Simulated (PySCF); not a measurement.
**TDDFT excited states: C3H9FSeSi**

C3H9FSeSi.
InChI=1S/C3H9FSeSi/c4-2-1-3-5-6/h1-3H2,6H3

Method: TDDFT CAM-B3LYP/def2-SVPD, vertical, gas phase, core orbitals frozen in the response (PySCF 2.14.0, density-fitted response routines). One conformer (not necessarily the lowest) at the PBE0-D3(BJ)/def2-SVP geometry, without solvent, vibrations or thermal averaging. Relativistic effects, spin–orbit coupling among them, are left out although an element past zinc is present. Torsions of this conformer, `[F:1][CH2:2][CH2:3][CH2:4][Se:5][SiH3:6]`: F1–C2–C3–C4 -60°, C2–C3–C4–Se5 -178°, C3–C4–Se5–Si6 -71°.

```tsv
state	E (eV)	ν̃ (cm⁻¹)	f	|μ| (D)	main configurations (H = HOMO, L = LUMO)
S1	4.97	40050	0.0042	0.47	H→L (81%)
S2	5.59	45120	0.021	0.99	H→L+1 (81%)
S3	6.43	51860	0.015	0.78	H→L+2 (85%)
S4	6.68	53850	0.0007	0.16	H→L+3 (38%), H→L+5 (31%), H→L+6 (14%)
S5	6.85	55220	0.0062	0.49	H-1→L (21%), H→L+4 (19%), H→L+7 (18%)
S6	6.90	55620	0.0083	0.56	H→L+5 (32%), H→L+3 (27%), H→L+4 (15%)
S7	7.03	56690	0.061	1.51	H→L+4 (44%), H→L+3 (21%), H→L+7 (19%)
S8	7.29	58790	0.046	1.29	H→L+6 (25%), H-1→L (16%), H→L+8 (16%)
S9	7.38	59490	0.038	1.17	H→L+8 (30%), H-1→L+1 (24%), H→L+7 (13%)
S10	7.62	61430	0.220	2.76	H-1→L+1 (43%), H-1→L (28%), H→L+7 (11%)
```

Triplets (Tamm–Dancoff): T1 4.57 eV, H→L (70%), H→L+1 (9%); T2 5.12 eV, H→L+1 (70%), H→L (15%); T3 6.14 eV, H→L+2 (58%), H→L+6 (13%), H-1→L (10%); T4 6.21 eV, H-1→L (58%), H→L+2 (12%).

The lowest singlet lies at 4.97 eV (250 nm, ultraviolet) and is very weak; its leading configuration is HOMO→LUMO (81%). The strongest level in the table is S10 at 7.62 eV (163 nm, f = 0.220). It is the last of those listed, so stronger ones may follow. Löwdin shares by element: HOMO selenium 72%, silicon 10%, carbon 8% or more; LUMO selenium 50%, silicon 16%, hydrogen 7% or more, carbon 6% or more (atoms not listed hold the other 20%). The listed states span 2.65 eV, and the widest gap between neighbours is 0.84 eV (S2 to S3). Of the 10 states listed, 6 reach f = 0.01 and none stays under 0.0005. Orbital energies (eV): HOMO-3 -11.16, HOMO-2 -10.58, HOMO-1 -9.76, HOMO -7.92, LUMO 0.57, LUMO+1 0.87, LUMO+2 1.16. No computed singlet lies in the visible range (380 to 750 nm); the lowest, at 250 nm, stands 1.70 eV above its violet end (3.26 eV). The vertical ionisation energy (ΔSCF) is 8.73 eV, 1.11 eV above S10. Singlets were solved by full linear response, triplets in the Tamm–Dancoff approximation.
